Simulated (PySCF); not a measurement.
Zn(I)2 anion (I2Zn), SMILES [I][Zn][I] (connectivity only; charge and spin as stated), charge -1, multiplicity 2.

The structure is a stationary point at B3LYP-D3(BJ)/def2-SVPD. The multiplicity is an assumed one; other spin states were not compared. The isomer is the one that the SMILES or the coordinates give; other isomers of the formula were not compared. The def2 effective core potentials stand for the cores of I; spin–orbit coupling is left out.

Two levels are set side by side: PBE/def2-TZVPD (PySCF) and CAM-B3LYP/def2-TZVPD (PySCF). Same geometry, gas phase. Differences are taken from unrounded values.

```
quantity                     CAM-B3LYP    PBE  PBE minus CAM-B3LYP
---------------------------  ---------  -----  -------------------
α-spin orbital gap (eV)           5.22   2.46                -2.76
β-spin orbital gap (eV)           6.25   2.50                -3.75
mean polarisability (bohr³)      146.8  161.0                 14.2
```

PBE's more diffuse valence density responds more strongly to a field. Differences between two approximate levels are no errors against the true value.

Rough cost on one machine, each run with all the roots and properties that it gave: CAM-B3LYP against PBE within a factor of 2.
